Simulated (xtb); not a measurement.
Harmonic IR lines of one isomer of C$_{2}$H$_{4}$BN, unscaled. Computed with GFN2-xTB (xtb 6.7.1).

wavenumber (cm⁻¹): 104 (m), 164 (w), 296 (vw), 703 (w), 772 (m), 911 (w), 1140 (s), 1416 (vs), 2053 (m), 2979 (w), 2986 (w), 3003 (w), 3168 (m)

**Question.** Identify which structure gives these lines.
A) `[H]/B=C/N=C`
B) `B=NC=C`
C) `CB=C=N`
D) `[H]/N=C\B=C`

**Answer.** C, `CB=C=N`
